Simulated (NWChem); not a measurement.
# What each level costs for ITl

```xyz
2

Tl     0.0000     0.0000    -1.1460
I      0.0000     0.0000     1.7514
```
Charge 0, spin multiplicity 1.

Everything below was run with NWChem. All single points use one geometry, from B3LYP/def2-SVP with def2 effective core potentials on I, Tl, a minimum by its harmonic frequencies.

Basis set: def2-TZVP (100 functions). Each entry is one whole single-point run; the coupled-cluster runs use the TCE module, and the SCF and DFT modules converge to different thresholds.

Effective core potentials replace the inner electrons of I, Tl; spin-orbit coupling is left out. The correlated methods keep 8 core orbitals frozen. B3LYP has NWChem's definition, with VWN1-RPA local correlation. The structure started from a generated list of species.

**Question.** Roughly how much processor time does each of these take, relative to RHF: MP2, B2PLYP, PBE, B3LYP, PBE0, CR-CCSD(T)?

**Answer.** PBE0 about the same, within a factor of 3; B3LYP about the same, within a factor of 3; PBE about the same, within a factor of 3; MP2 about the same, within a factor of 3; B2PLYP about 3; CR-CCSD(T) about 30 (rough ratios from shared machines).
